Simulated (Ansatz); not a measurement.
`CCCCCCCCCCO` + `CCC` → `CCCCCO` + `CCCCCCCC`  (formal exchange of groups at a C–C bond)

Gas-phase electronic energies from Ansatz, PBE0-D4/def2-TZVP geometries. CCSD(T)/CBS adds triple-zeta CCSD(T) − MP2 to the extrapolated MP2 energy (def2 sets, frozen cores). Functionals use def2-TZVPP. Each species was taken in one conformer, which may not be the lowest.

`CCCCCCCCCCO`:

Cartesian coordinates in Å:
```
C 0.221 -3.332 -0.254
C 1.628 -2.808 -0.012
C 1.681 -1.324 0.325
C 1.052 -0.969 1.664
C 1.163 0.508 2.029
C 0.483 1.465 1.056
C -1.016 1.245 0.924
C -1.713 2.253 0.017
C -1.232 2.259 -1.430
C -1.426 0.934 -2.141
O -0.986 0.960 -3.483
H -0.269 -2.776 -1.059
H 0.235 -4.386 -0.543
H -0.405 -3.246 0.637
H 2.234 -2.990 -0.906
H 2.099 -3.380 0.796
H 1.191 -0.765 -0.481
H 2.726 -0.991 0.329
H 0.000 -1.270 1.675
H 1.538 -1.561 2.448
H 0.739 0.658 3.029
H 2.223 0.775 2.104
H 0.961 1.385 0.075
H 0.661 2.494 1.391
H -1.213 0.230 0.563
H -1.471 1.297 1.920
H -1.583 3.258 0.434
H -2.792 2.057 0.032
H -1.783 3.033 -1.980
H -0.176 2.537 -1.488
H -0.838 0.149 -1.659
H -2.482 0.629 -2.078
H -1.448 1.671 -3.935
```

`CCC`:

```xyz
11

C     0.463    0.166    1.187
C     0.496   -0.231   -0.279
C    -0.831    0.005   -0.980
H    -0.295   -0.403    1.732
H     0.221    1.227    1.301
H     1.425   -0.010    1.675
H     1.285    0.329   -0.792
H     0.772   -1.288   -0.365
H    -0.789   -0.287   -2.033
H    -1.115    1.060   -0.938
H    -1.633   -0.569   -0.507
```

`CCCCCO`:

```xyz
18

C    -2.095    0.985    0.667
C    -0.892    1.410   -0.159
C    -0.064    0.250   -0.696
C     0.597   -0.596    0.381
C     1.529   -1.655   -0.177
O     2.607   -1.119   -0.918
H    -2.686    1.849    0.980
H    -2.751    0.326    0.092
H    -1.799    0.448    1.572
H    -1.233    2.019   -1.002
H    -0.247    2.063    0.442
H     0.714    0.634   -1.362
H    -0.702   -0.395   -1.314
H     1.162    0.053    1.065
H    -0.158   -1.098    0.996
H     1.897   -2.296    0.636
H     0.987   -2.299   -0.876
H     3.136   -0.578   -0.326
```

`CCCCCCCC`:

```xyz
26

C     0.299   -2.795    2.940
C     0.038   -1.408    2.379
C    -0.177   -1.404    0.875
C    -0.443   -0.022    0.303
C    -0.647   -0.028   -1.203
C    -1.012    1.329   -1.794
C     0.018    2.432   -1.576
C     1.386    2.123   -2.163
H    -0.541   -3.466    2.737
H     0.450   -2.772    4.021
H     1.190   -3.241    2.489
H    -0.841   -0.972    2.868
H     0.878   -0.748    2.624
H    -1.015   -2.068    0.626
H     0.704   -1.837    0.383
H    -1.329    0.408    0.788
H     0.393    0.637    0.565
H    -1.443   -0.740   -1.449
H     0.256   -0.416   -1.688
H    -1.178    1.211   -2.871
H    -1.970    1.652   -1.372
H    -0.365    3.356   -2.022
H     0.118    2.639   -0.505
H     1.849    1.260   -1.680
H     1.314    1.902   -3.232
H     2.067    2.969   -2.044
```

```tsv
level	ΔE (kJ/mol)
PBE0-D4	-2.4
BHLYP-D4	-2.7
RPA@PBE/def2-TZVPP	-0.9
CCSD(T)/def2-SVP	-2.8
```

(1) What does CCSD(T)/CBS give? (An estimate is asked.)

Largest T1 diagnostic among the species: 0.009.

## Answers

(1) Ansatz gave: -1.6 kJ/mol. The listed levels differ from it by -0.8, -1.1, 0.7, -1.2 kJ/mol.

The D4 term adds +7.1 kJ/mol with B3LYP and +5.0 kJ/mol with PBE0; it sums over pairs of atoms, weighted by their polarisabilities, and B3LYP, whose exchange is more repulsive, gets the larger term. Leaving LDA and LC-ωPBE aside and taking each functional with its dispersion term where it has one, the values, not all of them listed here, spread over 4.7 kJ/mol, from B2PLYP to ωB97M-V. LDA lies +5.7 kJ/mol from PBE without D4.

B3LYP here is the variant with VWN-RPA as its local correlation; programs differ in this.
